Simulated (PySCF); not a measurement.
# Rb²⁺: ionisation energy

Rb²⁺ [Ar] 3d10 4s2 4p5 (2P) → Rb³⁺ [Ar] 3d10 4s2 4p4 (3P), as a difference of total energies. Calculation: PySCF 2.14, in Sapporo-DKH3-DZP-2012 (7s6p2d, 35 functions); scalar relativity by spin-free X2C-1e. Correlated levels: valence: [Ar] 3d10 4s2 frozen. The calculations carry no spin-orbit coupling.

```tsv
method	ionisation energy (eV)	difference from reference (eV)
UHF	38.115	-1.132
BP86	39.383	+0.136
B3LYP	39.383	+0.136
MP2 (valence)	38.975	-0.272
SCS-MP2 (valence)	39.014	-0.233
CCSD (valence)	39.019	-0.228
CCSD(T) (valence)	39.020	-0.227
```

Reference: 39.247 eV (semi-empirical (NIST evaluation); NIST Atomic Spectra Database, ionization energies).

The reference lies between the lowest fine-structure levels, while these numbers refer to the centres of the terms.

Errors of the correlated levels include the incompleteness of this basis and the frozen core.
